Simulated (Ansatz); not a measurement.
Basis-set extrapolation for CH₆AlNSi, SMILES `C[N]1[AlH][SiH2]1` (PBE0-D4/def2-TZVP geometry, frozen core, Ansatz 0.2.0). Multiplicity 1, RHF reference.

|  | def2-TZVPP | def2-QZVPP |
| --- | --- | --- |
| HF | -626.699051 | -626.719682 |
| MP2 correlation | -0.582379 | -0.622150 |
| CCSD(T) correlation | -0.650755 | not run |

Energies in hartree. Use E(X) = E(∞) + A·exp(−7.88·√X) for Hartree–Fock and E(X) = E(∞) + B·X^(−2.97) for correlation, with X = 3 and 4, and add CCSD(T) minus MP2 of the smaller set to the MP2 limit.

Q: What is the CCSD(T) energy at the basis-set limit?

A: HF limit: -626.719682 + (-0.020631) × 0.13774 = -626.72252. MP2 limit: -0.622150 + (-0.039771) × 0.74074 = -0.65161. Higher-order term: -0.650755 − (-0.582379) = -0.06838. Total: -627.44251 hartree, 58.2 kcal/mol below CCSD(T)/def2-TZVPP.
